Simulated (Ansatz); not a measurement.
Computed with Ansatz on PBE0-D4/def2-TZVP structures; ΔE is electronic, products minus reactants. CBS: MP2 limit from def2 TZ/QZ plus the TZ coupled-cluster correction, frozen cores. One conformer a species, not always the lowest.

`C=C[CH2][AlH][F]` → `F[C@H]1C[C@@H]1[AlH2]`  (isomerisation)

`C=C[CH2][AlH][F]`:

Z-matrix (Å, degrees):
```
Al
F 1 1.657
C 1 2.202 2 106.6
C 1 2.496 2 115.4 3 34.0
C 1 1.994 2 118.9 3 -42.0
H 1 1.571 2 120.1 3 148.3
H 3 1.089 1 112.1 2 -6.1
H 4 1.086 1 89.5 2 151.8
H 4 1.082 1 126.7 2 27.6
H 5 1.090 1 107.5 2 -165.3
H 5 1.083 1 123.0 2 -30.9
```

`F[C@H]1C[C@@H]1[AlH2]`:

Cartesian coordinates in Å:
```
F 0.293 -2.414 -0.040
C -0.016 -1.161 0.407
C 1.095 -0.223 0.612
C 0.129 -0.032 -0.571
Al -1.118 1.443 -0.617
H -0.849 -1.196 1.101
H 2.084 -0.591 0.371
H 1.054 0.463 1.450
H 0.563 -0.373 -1.508
H -1.470 2.194 -1.969
H -1.767 1.889 0.764
```

```tsv
species	CCSD(T)/CBS(def2) energy (Eh)
`C=C[CH2][AlH][F]`	-459.63240
`F[C@H]1C[C@@H]1[AlH2]`	-459.51455
```

Question: Work out ΔE.

Answer: ΔE = (-459.51455) − (-459.63240) = 0.11785 Eh = +74.0 kcal/mol.

Largest T1 diagnostic among the species: 0.012.

From r2SCAN to r2SCAN0 (25 % exact exchange), in def2-TZVPP and without D4, ΔE moves by −1.3 kcal/mol. At CCSD(T), def2-SVP lies −6.8 kcal/mol from the extrapolated value and def2-TZVPP −1.4 kcal/mol.
